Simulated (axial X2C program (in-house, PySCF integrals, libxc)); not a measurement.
## Density and ELF of AsC⁺

Calculated with an axial X2C code built on PySCF integrals. Spin-free means the one-electron spin-free X2C Hamiltonian. Basis: As dyall-cv3z [9s9p6d4f1g], C dyall-v3z [7s6p2d1f] (cores contracted in-house); Gaussian nuclei, density fitting, unrestricted open shells. Masses: As 74.922 u, C 12.000 u.

PBE0, without spin–orbit coupling, state M_S = 1, Λ = 1 (beyond evenly filled blocks: σα, π+α, π+β, π-α); As at z = 0, C at z = 1.739 Å.

The maps cover the half plane through the axis: z from -2.4 to 3.9 Å along the bond, ρ from 0.15 to 2.25 Å away from it (steps of 0.3 Å, the bottom row nearest the axis).

log10 of the density in e/bohr³:

digits 0 to 9 span -5.45 to 1.40 evenly
```
0011222333332222211100
0112233333333333222110
1123344444444443332211
1233445555555544433221
2234455555555555543321
2334556666666666554322
2344566787666666654432
2345567999767787655432
```

Electron localisation function (collinear form, no current term, damped to 0 at low density):

digits 0 to 9 span 0.00 to 1.00 evenly
```
0000000000000000000000
0000012222111100000000
0000245544333322100000
0003577765445555431000
0025788755556777764100
0147886322467888886300
0258872353168648988510
0268862727167093998610
```

Axial spin density in 10⁻³ e/bohr³:

digits 0 to 9 span -9.76 to 9.76 evenly, values beyond are clipped
```
5555555555555555555555
5555555555555555555555
5555555555555555555555
5555555555566666655555
5555555556788999865555
5555677656999999996555
5555799645999999997555
5556899549999999999655
```

The state is a single determinant with fixed occupations, the lowest that a limited PBE0 search found. PBE0 can misorder states that lie within some tenths of an eV, so this need not be the ground state of the molecule. The nearest other spin-free determinant of the search, M_S = 0, Λ = 1, lies 0.34 eV up at the distance of the search. Without a current term, density functionals place determinants with orbital angular momentum somewhat too high. The determinant is spin-polarised beyond a pure state at some levels (its spin-free form has ⟨S²⟩ too high), which makes Re and μ there less reliable.
